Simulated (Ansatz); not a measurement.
`F[Si]N([SiH3])[SiH3]` + HCl → `F[Si]Cl` + `[SiH3]N[SiH3]` at 600 K and 1 bar (ligand exchange at the Si–N bond).

Gas-phase electronic energies from Ansatz, PBE0-D4/def2-TZVP geometries. CBS: MP2 limit from def2 TZ/QZ plus the TZ coupled-cluster correction, frozen cores. This one scheme is used for every species. One conformer a species, not always the lowest.

```csv
species,CCSD(T)/CBS energy (Eh),H − E (kJ/mol),S (J/(mol·K))
`F[Si]N([SiH3])[SiH3]`,-1025.44155,228.8,481.6
HCl,-460.38127,35.4,207.2
`F[Si]Cl`,-848.72390,37.4,311.4
`[SiH3]N[SiH3]`,-637.10515,230.1,420.5
```

H − E and S are ideal-gas, rigid-rotor, harmonic terms from PBE0-D4/def2-TZVP, for one conformer and one mirror image of each species. 1 Eh = 2625.50 kJ/mol, R = 8.31446 J/(mol·K).

**Question.** By hand: ΔE, ΔH, ΔS and ΔG.

**Answer.** ΔE = (-848.72390) + (-637.10515) − (-1025.44155) − (-460.38127) = -0.00623 Eh = -16.4 kJ/mol. Δ(H − E) = 37.4 + 230.1 − 228.8 − 35.4 = 3.3, so ΔH = -13.1 kJ/mol. ΔS = 311.4 + 420.5 − 481.6 − 207.2 = 43.1 J/(mol·K). ΔG = -13.1 − 600 × (43.1)/1000 = -39.0 kJ/mol.

**Question.** By hand: the equilibrium constant, and the temperature at which ΔG would vanish if ΔH and ΔS stayed fixed.

**Answer.** log₁₀ K = −ΔG/(RT ln 10) = 3.4. ΔH and −TΔS have one sign here, so there is no such temperature.

TΔS isn't small against ΔH here. A doubt of 5 kJ/mol in ΔE shifts log₁₀ K by 0.4 here. Other conformers and mirror images would add mixing entropy, several J/(mol·K) or more a flexible species. Modes under 60 cm⁻¹, often nearly free rotors, make the harmonic entropy too high. These are equilibria of isolated gas molecules and say nothing of rates. Largest T1 diagnostic: 0.014 (customary marks: 0.02 for closed shells, 0.045 for open ones).
